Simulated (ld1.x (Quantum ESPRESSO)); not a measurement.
# LDA (PZ) RRKJ dataset for selenium, scalar-relativistic all-electron reference.

ld1.x (Quantum ESPRESSO) 7.5 input, shortened:

```
&input
   title='Se', zed=34., rel=1, dft='PZ', iswitch=3,
   config='[Ar] 3d10 4s2 4p4'
 /
 &inputp
   pseudotype=2, tm=.false., rho0=0.02, lloc=-1, rcloc=1.20,
   nlcc=.true., rcore=0.95
 /
2
4S  1  0   2.00   0.00  1.50  1.50  0.0
4P  2  1   4.00   0.00  1.90  1.90  0.0
 &test
   configts(1)='4s2 4p4'
 /
```

All-electron outer shells of the reference configuration (LDA (PZ), scalar-relativistic, ld1.x):

```tsv
shell	level (eV)	outermost node (bohr)	outermost maximum (bohr)
3p	-152.70	0.21	0.50
3d	-53.39	–	0.45
4s	-17.49	0.70	1.51
4p	-6.66	0.74	1.80
```

Q: Estimate the cutoffs (Ry, on a coarse ladder) from which the occupation-weighted sum of valence levels, in a spherical-Bessel basis at the reference potential, stays within 10 and 1 mRy of its value at 400 Ry.

A: 55 Ry and 70 Ry.

Q: What does a ghost test show?

A: Ghost state, extra bound levels that the all-electron valence spectrum of the same l lacks: s at -29.2 eV. A true bound ghost makes a file unfit for plane-wave use.

Q: Which valence shell sets the plane-wave cutoff?

A: 4s: its level needs 70 Ry to come within 1 mRy, against 35 Ry for 4p.

Q: Tests: 4s2 4p3; 4s2 4p2; 4s2 4p1; 4s2 4p3.5; 4s1 4p5; 4s2 4p4.3; 4s1 4p4. Which has the largest error in its energy relative to the reference configuration, and how large is it?

A: 4s2 4p1, with -79 meV (all-electron minus pseudo) on +62.72 eV.
